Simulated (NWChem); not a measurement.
Molecule: CHBr2F; SMILES FC(Br)Br

Computed with NWChem. Geometry: optimised at PBE-D3(BJ)/def2-SVP. Field at 589 nm.

Predict the results for B3LYP/aug-cc-pVDZ. Quantities: isotropic polarisability (bohr³); anisotropy (bohr³).


```
Item                              Value
--------------------------------  -----
isotropic polarisability (bohr³)   60.4
anisotropy (bohr³)                 30.3
```
